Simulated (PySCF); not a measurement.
**Choosing a basis for TDDFT**

Species: C₂H₅BrSi.
Structure used (PBE0-D3(BJ)/def2-SVP), in Å, numbered top down from 1:
```
atom  x, y, z in Å
Br1    1.2763    1.9668   -1.6536
Si2    0.3492    0.9922    0.1046
C3     0.4568   -0.8424    0.2679
C4    -0.9364   -0.3057   -0.1620
H5     0.3315    1.8930    1.2786
H6     0.5260   -1.2970    1.2628
H7     1.0090   -1.4095   -0.4898
H8    -1.7523   -0.4139    0.5619
H9    -1.2510   -0.5394   -1.1852
```

TDDFT with PBE0 (PySCF), vertical singlets, core orbitals frozen in the response, spherical d and f functions. Geometry: PBE0-D3(BJ)/def2-SVP; no solvent, vibrations or thermal averaging. Relativistic effects, spin–orbit coupling among them, are left out although an element past zinc is present.

| basis | functions | diffuse | S1 (eV) | S2 (eV) | S3 (eV) | S4 (eV) | S5 (eV) | LUMO (eV) | α (au) |
| --- | --- | --- | --- | --- | --- | --- | --- | --- | --- |
| 6-31G* | 88 | no | 5.52 | 6.67 | 7.00 | 7.29 | 7.52 | 0.02 | 58.0 |
| def2-SVP | 103 | no | 5.69 | 6.77 | 7.08 | 7.12 | 7.33 | 0.15 | 59.2 |
| def2-SVPD | 145 | yes | 5.41 | 6.41 | 6.54 | 6.68 | 6.76 | -0.29 | 71.7 |
| aug-cc-pVDZ | 154 | yes | 5.34 | 5.99 | 6.15 | 6.30 | 6.50 | -0.36 | 72.3 |
| def2-TZVP | 177 | no | 5.48 | 6.38 | 6.79 | 6.86 | 6.92 | -0.10 | 68.0 |
| def2-TZVPD | 219 | yes | 5.36 | 6.18 | 6.24 | 6.41 | 6.71 | -0.31 | 72.8 |

Problem. Compare the sets with the largest diffuse one.

Solution. States are compared by their number. Against the largest diffuse basis here (def2-TZVPD, itself not a converged limit), sets without diffuse functions differ by up to 0.33 eV in S1 and 0.82 eV in S5; the smaller diffuse sets differ by up to 0.05 and 0.21 eV. State by state, the largest deviation of a set without diffuse functions is S1 0.33, S2 0.59, S3 0.84, S4 0.88, S5 0.82 eV. The same number needn't mean the same state in each row. Against def2-TZVPD the polarisability deviates by -20% in 6-31G*, -19% in def2-SVP, -2% in def2-SVPD, -1% in aug-cc-pVDZ, -7% in def2-TZVP.

Without π bonds the low states are Rydberg-like; a valence basis with one diffuse set may place them up to an eV too high.
